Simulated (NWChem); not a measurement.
C$_{3}$H$_{3}$BFN; SMILES FB1C=CC=N1

```xyz
9

F      0.0393    -2.0680     0.0000
B      0.0109    -0.7499     0.0000
C      1.2548     0.2403     0.0000
C      0.6667     1.4463     0.0000
C     -0.8436     1.2427     0.0000
N     -1.2570     0.0285     0.0000
H      2.3246     0.0654     0.0000
H      1.1332     2.4285     0.0000
H     -1.5336     2.0927     0.0000
```
Atoms are numbered in this order, from 1.

Program: NWChem. All runs use the structure optimised with B3LYP/6-31G* (spherical d).

For level MPW1K/def2-SVP:

```yaml
highest occupied level (eV): -8.69
orbital gap (eV): 6.37
dipole (D): 3.25
```

Problem. How do the values read with level B3LYP/def2-SVP instead?

Solution. 
- highest occupied level (eV): -7.31
- orbital gap (eV): 4.20
- dipole (D): 2.98
